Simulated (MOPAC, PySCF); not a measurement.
CH7NSi3, SMILES `N#C[SiH]([SiH3])[SiH3]`, neutral singlet in the gas phase. 

Cartesian coordinates (Å):
SMILES: [SiH3][SiH](C#N)[SiH3]
```xyz
12

N     -0.1733     3.2222     0.3726
C     -0.0889     2.1489    -0.0414
Si     0.0414     0.3971    -0.6345
Si     1.9572    -0.5299     0.3529
Si    -1.9362    -0.6980    -0.0061
H      0.1738     0.4698    -2.1083
H      1.7923    -0.5137     1.8239
H      3.1604     0.2425    -0.0300
H      2.0928    -1.9303    -0.1133
H     -2.0442    -0.6792     1.4701
H     -3.1108    -0.0282    -0.6080
H     -1.8645    -2.1012    -0.4780
```
Charge 0, multiplicity 1.

All levels are single points at this geometry (B3LYP-D3(BJ)/def2-TZVP); Pople sets use spherical d functions. Orbital energies aren't observables, and empty levels follow the basis.

M06-2X/6-31G* in PySCF gives gap (eV) = 9.54.

Q: Estimate the gap (eV) from each of these levels: B3LYP-D3(BJ)/def2-TZVP in PySCF; PBE/6-31G* in PySCF; HF/3-21G in PySCF; HF/STO-3G in PySCF; PM6 in MOPAC.

A: 
```json
[
 {"level": "B3LYP-D3(BJ)/def2-TZVP in PySCF", "gap (eV)": "7.18"},
 {"level": "PBE/6-31G* in PySCF", "gap (eV)": "5.82"},
 {"level": "HF/3-21G in PySCF", "gap (eV)": "13.46"},
 {"level": "HF/STO-3G in PySCF", "gap (eV)": "17.35"},
 {"level": "PM6 in MOPAC", "gap (eV)": "7.71"}
]
```
